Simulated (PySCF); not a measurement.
CH5F2NSi2, SMILES F[SiH2]/N=C/[SiH2]F. Atoms are numbered in the order given.

```xyz
11

F     -3.2241     0.7713    -0.2683
Si    -2.0895     0.0130     0.6281
C     -0.3890     0.1973    -0.1934
N      0.5694    -0.3756     0.4277
Si     2.2681    -0.4773     0.0671
F      2.6648     0.3097    -1.3084
H     -2.0519     0.6401     1.9705
H     -2.4363    -1.4255     0.7107
H     -0.2347     0.7605    -1.1410
H      3.0008     0.1501     1.1882
H      2.6032    -1.9077    -0.1038
```

Coordinates come from a TPSSh-D3(BJ)/def2-SVP optimisation. The structure was generated by enumeration; whether it is a known compound was not checked. One conformer was computed; it need not be the lowest.

Two levels are set side by side: PBE/pcSseg-1 (PySCF) and KT2/pcSseg-1 (PySCF). GIAO shifts against CFCl3 (¹⁹F), NH3 (¹⁵N), TMS (²⁹Si), TMS (¹H), TMS (¹³C) at the same level; non-relativistic, no solvent, atoms listed together averaged. Differences are taken from unrounded values.

```tsv
quantity	KT2	PBE	PBE minus KT2
δ(¹⁹F) of F1 (ppm)	-254.6	-245.2	9.4
δ(²⁹Si) of Si2 (ppm)	-24.7	-27.3	-2.6
δ(¹³C) of C3 (ppm)	200.2	215.6	15.4
δ(¹⁵N) of N4 (ppm)	445.1	482.3	37.2
δ(²⁹Si) of Si5 (ppm)	-21.0	-23.9	-3.0
δ(¹⁹F) of F6 (ppm)	-224.6	-216.4	8.2
δ(¹H) of H7, H8 (ppm)	5.24	5.30	0.06
δ(¹H) of H9 (ppm)	10.41	10.80	0.39
δ(¹H) of H10, H11 (ppm)	5.78	5.87	0.09
```

Rough cost on one machine, each run with all the roots and properties that it gave: KT2 against PBE within a factor of 2.
